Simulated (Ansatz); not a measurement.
Input and output for CH4AlNO, SMILES `[OH][Al]1[CH2][NH]1`.

```yaml
crystal:
  periodic: [false, false, false]
  atoms:
    - {symbol: O, position_ang: [-0.612916, 1.992160, -1.194956]}
    - {symbol: Al, position_ang: [-0.062128, 0.648539, -0.332252]}
    - {symbol: C, position_ang: [0.669328, -0.577020, 0.692695]}
    - {symbol: N, position_ang: [-0.348905, -1.009529, 0.039199]}
    - {symbol: H, position_ang: [-1.160548, 2.137079, -1.864626]}
    - {symbol: H, position_ang: [1.638753, -0.996400, 0.729222]}
    - {symbol: H, position_ang: [0.590994, -0.585093, 2.078728]}
    - {symbol: H, position_ang: [-0.553180, -1.962127, 0.011769]}
basis:
  gaussian: {orbitals: 6-31G}
magnetization: {spin_polarized: true, initial_magnetization: 2}
hamiltonian: {xc: {name: B2GP-PLYP}}
```

```sh
$ ansatz run in.yaml --threads 2 --pin off --events-out ev --progress --plain --max-ram 4352MiB
```

Shortened log:

```
Functional definition: B2GP-PLYP
600 factors; integrals over basis functions are off by at most 3.7e-4 eV
mean field evaluation 1: about -11205.1297 eV, gradient 3.9e1 eV
mean field evaluation 2: about -11205.1340 eV, gradient 3.9e1 eV
mean field evaluation 4: about -11211.3624 eV, gradient 3.8e0 eV
mean field evaluation 8: about -11211.5068 eV, gradient 4.6e-1 eV
mean field evaluation 16: about -11211.5247 eV, gradient 5.3e-3 eV
mean field -11211.52474451 eV, -412.0159349163 hartree, gradient 7.0e-6 eV, S^2 2.035239; 4 other end points of the search recorded, 0 dependent functions left out
8 core orbitals not correlated: weight in the atoms' cores, before any rotation towards them, 1.000 or more for the frozen orbitals, at most 0.000 for the correlated occupied ones
reference -11211.52485804 eV, -412.0159390886 hartree; 12, 10 occupied and 28, 30 virtual orbitals, 600 factors
second order -10.79675313 eV of doubles, -0.00000000 eV of singles
Total energy: -11215.41168917 eV, -412.1587774980 hartree
```

Hardware: 2 threads of an Arm Neoverse V2 on a shared host. Wall time 2.1 s, peak host memory 0.36 GiB.
